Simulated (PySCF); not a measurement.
C4H4BN, SMILES C#CB(N)C#C.

Geometry: r2SCAN-D4/def2-SVP. This is a generated structure with no PubChem entry under its InChIKey; it may be hypothetical. The values are those of a single conformer.

Method: ωB97X/def2-TZVP (PySCF).

The molecule is in vacuum.

Computed frontier levels, gap, dipole moment and polarisability:
| Item | Value |
|---|---|
| highest occupied level | -10.24 eV |
| lowest empty level | 0.79 eV |
| orbital gap | 11.03 eV |
| dipole moment | 0.298 e·Å |
| quadrupole, principal values (traceless, Buckingham form, about the centre of nuclear charge) | -11.18, 4.03, 7.15 D·Å |
| mean static polarisability | 63.8 bohr³ (9.45 Å³) |
| polarisability, principal values | 38.9, 65.1, 87.4 bohr³ |
